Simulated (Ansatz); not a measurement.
Consider the ligand exchange at a Ge–N bond: `C[NH][GeH2][NH2]` + `N[SiH2]N` → `N[SiH2][NH][GeH2][NH2]` + CH₃NH₂.

Computed with Ansatz on PBE0-D4/def2-TZVP structures; ΔE is electronic, products minus reactants. CCSD(T)/CBS adds triple-zeta CCSD(T) − MP2 to the extrapolated MP2 energy (def2 sets, frozen cores). This one scheme is used for every species. DFT in def2-TZVPP. For Ge outer-core shells are correlated without core-valence functions, which leaves a few kJ/mol of doubt a bond. Scalar relativity is left out up to krypton. Each species was taken in one conformer, which may not be the lowest.

`C[NH][GeH2][NH2]`:

```xyz
12

C     1.045   -1.489    0.761
N     0.671   -0.481   -0.208
Ge   -0.826    0.540    0.038
N    -0.708    1.822   -1.265
H     2.090   -1.782    0.623
H     0.435   -2.403    0.732
H     0.962   -1.074    1.770
H     0.783   -0.795   -1.162
H    -0.739    1.017    1.508
H    -2.188   -0.158   -0.199
H     0.041    2.488   -1.138
H    -1.566    2.316   -1.459
```

`N[SiH2]N`:

```xyz
9

N     0.242    1.163    0.847
Si    0.439   -0.331    0.037
N    -0.957   -0.625   -0.908
H     0.082    2.020    0.342
H     0.683    1.324    1.737
H     0.726   -1.291    1.144
H     1.554   -0.428   -0.950
H    -0.896   -1.164   -1.755
H    -1.874   -0.669   -0.495
```

`N[SiH2][NH][GeH2][NH2]`:

```xyz
14

N     0.530   -1.854   -2.078
Si   -0.056   -0.426   -1.338
N     0.748   -0.128    0.142
Ge   -0.040    0.351    1.740
N    -0.754    2.041    1.806
H     0.476   -2.749   -1.621
H     0.535   -1.944   -3.081
H    -1.498   -0.432   -0.943
H     0.129    0.616   -2.388
H     1.757   -0.094    0.134
H     1.076    0.281    2.792
H    -1.210   -0.605    2.008
H    -1.586    2.159    1.245
H    -0.106    2.784    1.580
```

CH₃NH₂:

```xyz
7

C    -0.138    0.549   -0.049
N     0.010   -0.891   -0.177
H     0.450    1.013    0.757
H    -1.189    0.791    0.124
H     0.149    1.027   -0.988
H    -0.260   -1.355    0.681
H     0.977   -1.136   -0.348
```

(1) Is it downhill or uphill in electronic energy at CCSD(T)/CBS, and by how much? (Best estimate.)

(2) What do these levels give: ωB97X-V, PBE, PBE0, HF/def2-QZVPP, MP2/def2-QZVPP, MP2/CBS(def2)? (Estimate.)

Largest T1 diagnostic among the species: 0.011.

## Answers

(1) Ansatz gave: Downhill: ΔE = -13.8 kJ/mol.

(2) The calculation gave: ωB97X-V -13.4, PBE -10.9, PBE0 -11.7, HF/def2-QZVPP -13.3, MP2/def2-QZVPP -13.8, MP2/CBS(def2) -12.9 kJ/mol.
